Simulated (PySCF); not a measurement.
Cl₂HSi, SMILES Cl[SiH]Cl, multiplicity 2. Geometry: PBE0-D3(BJ)/def2-TZVP. The isomer is the one that the SMILES or the coordinates give; other isomers of the formula were not compared.

Computed equilibrium geometry at PBE0-D3(BJ)/def2-TZVP (PySCF confirms it by a frequency run) as Cartesian coordinates in Å, and its point group:
point group Cs.
```xyz
4

Cl     0.0245    -0.3750    -1.6787
Si    -0.1312     0.7860     0.0000
Cl     0.0245    -0.3750     1.6787
H      1.0050     1.7471     0.0000
```
Charge 0, spin multiplicity 2.
